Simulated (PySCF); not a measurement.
Computed shifts of a molecule CH7ClN2Si, PySCF with PBE/pcSseg-1, GIAO, gas phase, atoms alike by connectivity averaged where their shifts nearly agree, in ppm (number of nuclei): ¹⁵N: 36.9 (1), 27.9 (1). ¹³C: 38.5 (1). ²⁹Si: -6.4 (1). ¹H: 5.15 (1), 2.74 (1), 2.64 (1), 1.29 (1), 0.66 (1), 0.57 (1), 0.05 (1). References: ¹⁵N against NH3 (σ = 267.0 ppm); ¹³C against TMS (σ = 182.0 ppm); ²⁹Si against TMS (σ = 335.4 ppm); ³⁵Cl against HCl (σ = 936.5 ppm); ¹H against TMS (σ = 31.49 ppm), references at their B3LYP-D3(BJ)/def2-TZVP geometries, non-relativistic (without spin–orbit terms, shifts of atoms bonded to Cl or Br come out too high). Coordinates come from a PBE0-D3(BJ)/def2-SVP optimisation. The values are those of a single conformer.

Which molecule gave these data?
(A) C[Si](N)(N)Cl
(B) NC[Si@@H](N)Cl
(C) CN[Si@H](N)Cl

B, NC[Si@@H](N)Cl
